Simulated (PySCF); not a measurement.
KCl, SMILES [Cl][K].

Geometry optimised at PBE0-D3(BJ)/def2-TZVPD.

Two levels are set side by side: TDA-PBE/def2-TZVPD (PySCF) and TDA-ωB97X/def2-TZVPD (PySCF). Vertical, same geometry. The lowest singlet is HOMO−1→LUMO 100 % with PBE and HOMO−1→LUMO 66 %, HOMO−1→LUMO+3 26 % with the other functional; states are paired by order. Differences are taken from unrounded values.

| quantity | TDA-PBE |
|---|---|
| lowest singlet excitation (eV) | 2.95 |
| lowest triplet excitation (TDA) (eV) | 2.91 |
| first bright state (f over 0.05) (eV) | 3.30 |
| its oscillator strength | 0.08 |

**Question.** These are the TDA-PBE values. What does TDA-ωB97X give? (An estimate is asked for; the answer gives what the named calculation found.)

**Answer.** 
```json
[
 {"quantity": "lowest singlet excitation (eV)", "TDA-ωB97X": "5.09", "TDA-PBE minus TDA-ωB97X": "-2.13"},
 {"quantity": "lowest triplet excitation (TDA) (eV)", "TDA-ωB97X": "5.07", "TDA-PBE minus TDA-ωB97X": "-2.16"},
 {"quantity": "first bright state (f over 0.05) (eV)", "TDA-ωB97X": "5.36", "TDA-PBE minus TDA-ωB97X": "-2.06"},
 {"quantity": "its oscillator strength", "TDA-ωB97X": "0.07", "TDA-PBE minus TDA-ωB97X": "0.02"}
]
```

Functionals without exact exchange tend to place singlet excitations lower, as here. Differences between two approximate levels are no errors against the true value.

Rough cost on one machine, each run with all the roots and properties that it gave: TDA-ωB97X against TDA-PBE about 3 times.
